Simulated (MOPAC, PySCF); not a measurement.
Ligands exchanged one at a time, Al OH-H. All species are isolated molecules in the gas phase. One relaxed conformer stands for each flexible species; it need not be the lowest. Strings in code marks are SMILES.

Quantity: vertical ionisation energy (energy after one electron is removed minus that of the parent at the parent's geometry), in eV.

Level 1: B3LYP/6-31G* // CAM-B3LYP-D3(BJ)/def2-TZVP (PySCF)
Level 2: minus the HOMO energy of HF/6-31G* // CAM-B3LYP-D3(BJ)/def2-TZVP (PySCF)
Level 3: minus the HOMO energy of PBE-D3(BJ)/def2-TZVP // CAM-B3LYP-D3(BJ)/def2-TZVP (PySCF)
Level 4: minus the HOMO energy of PM3 // CAM-B3LYP-D3(BJ)/def2-TZVP (MOPAC)

| species | level 1 | level 2 | level 3 | level 4 |
|---|---|---|---|---|
| `[OH][AlH2]` | 10.77 | 11.58 | 7.00 | 10.72 |
| `[AlH3]` | 11.24 | 11.72 | 7.31 | 11.45 |
| `[OH][Al]([OH])[OH]` | 10.95 | 13.21 | 7.28 | 11.25 |
